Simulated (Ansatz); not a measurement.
A search over several starts for the lowest SCF solution of cis-Ti(PH3)2Br4 (TiP2H6Br4) at the given spin, in a small basis.

```yaml
crystal:
  periodic: [false, false, false]
  atoms:
    - {symbol: Br, position_ang: [-0.674375, -0.405450, -3.228041]}
    - {symbol: Br, position_ang: [-3.221606, 0.634248, -0.508585]}
    - {symbol: Br, position_ang: [0.007604, 2.331202, -0.885623]}
    - {symbol: Br, position_ang: [-1.028263, -2.272964, -0.092452]}
    - {symbol: P, position_ang: [-0.715753, 0.447866, 1.688751]}
    - {symbol: P, position_ang: [1.628678, -0.500001, -0.813709]}
    - {symbol: Ti, position_ang: [-0.943000, 0.054995, -0.904234]}
    - {symbol: H, position_ang: [0.551690, 0.264928, 2.335597]}
    - {symbol: H, position_ang: [-1.504799, -0.356497, 2.570071]}
    - {symbol: H, position_ang: [-1.018771, 1.744715, 2.211307]}
    - {symbol: H, position_ang: [2.056232, -1.805130, -1.214453]}
    - {symbol: H, position_ang: [2.335446, -0.434253, 0.433092]}
    - {symbol: H, position_ang: [2.526908, 0.296351, -1.591731]}
basis:
  gaussian: {orbitals: def2-SVP, initial_orbitals: start.molden}
hamiltonian: {xc: pbe, dispersion: d4}
output: {orbitals: {seedname: orbitals}}
```

The file start.molden holds the orbitals of an earlier run on this structure, at another level or in another basis.

```sh
$ ansatz run in.yaml --threads 4 --pin off --events-out ev --progress --plain --max-ram 4787MiB
```

It prints (some lines left out):

```
Functional definition: PBE
2522 factors; their error is unknown
mean field evaluation 1: about -321839.7399 eV, gradient 1.2e2 eV
mean field evaluation 2: about -321865.1854 eV, gradient 3.8e1 eV
mean field evaluation 4: about -321882.9861 eV, gradient 6.9e0 eV
mean field evaluation 8: about -321883.4492 eV, gradient 1.0e-1 eV
mean field -321883.44920912 eV, -11828.9985779971 hartree, gradient 6.9e-5 eV, S^2 0.000000; 1 other end points of the search recorded, 0 dependent functions left out
reference -321883.44928522 eV, -11828.9985807935 hartree; 99, 99 occupied and 126, 126 virtual orbitals, 2522 factors
Total energy: -321884.13613973 eV, -11829.0238222314 hartree
```

Run time 5.5 s (4 threads of Arm Neoverse V2 on a shared host).
